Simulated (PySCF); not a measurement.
**State search for AuS**

Unrestricted PBE0; basis Au cc-pVDZ-PP with ECP60, S cc-pV(D+d)Z; scalar-relativistic core potentials; PySCF 2.14. Outer shells of the fragments: Au 5d10 6s1; S 3s2 3p4.

Followed along the bond (rough minima from three points):

```csv
2Ms+1,unpaired,⟨S²⟩ at the start,R at minimum (Å),Te (eV)
2,π ↑,0.76,2.21,0.00
4,"σ ↑, π ↑↑",3.76,2.27,1.42
```

Solutions found at the starting distance of 2.210 Å, counted from the lowest of them; the search is not exhaustive and high or unbound solutions are not listed, so other states can lie among these:

```csv
2Ms+1,unpaired,term,E (eV),⟨S²⟩,⟨Lz²⟩,μ (D)
2,π ↑,²Π,0.00,0.76,1.01,-2.66
4,"σ ↑, π ↑↑",⁴Σ⁻,1.44,3.76,0.00,1.93
2,"σ ↓, π ↑↑",mixed,1.77,1.76,0.00,2.12
2,σ ↑,²Σ⁺,1.92,0.76,0.00,-4.42
2,"σ ↑, π ↑↓",mixed,1.93,1.76,2.02,1.88
4,"σ ↑↑, π ↑",⁴Π,2.56,3.76,1.02,-0.04
2,σ ↑,mixed,2.90,0.81,2.00,1.41
2,δ ↑,²Δ,3.67,0.75,4.00,-4.52
4,"σ ↑, π ↑, δ ↑",mixed,4.05,3.76,5.00,-0.98
2,"σ ↑, π ↑, δ ↓",mixed,4.15,1.76,5.01,-0.80
```

A term symbol is given only where ⟨S²⟩ and ⟨Lz²⟩ are close to those of a pure state; real π, δ and φ orbitals otherwise mix terms. A positive dipole means Au(−)S(+).

Spin–orbit coupling is left out. Counting both spins, an empty level lies below a filled one in some of these solutions, because spin and occupation are held. With d or f electrons several states lie close, and the lowest PBE0 determinant need not be the measured ground state.
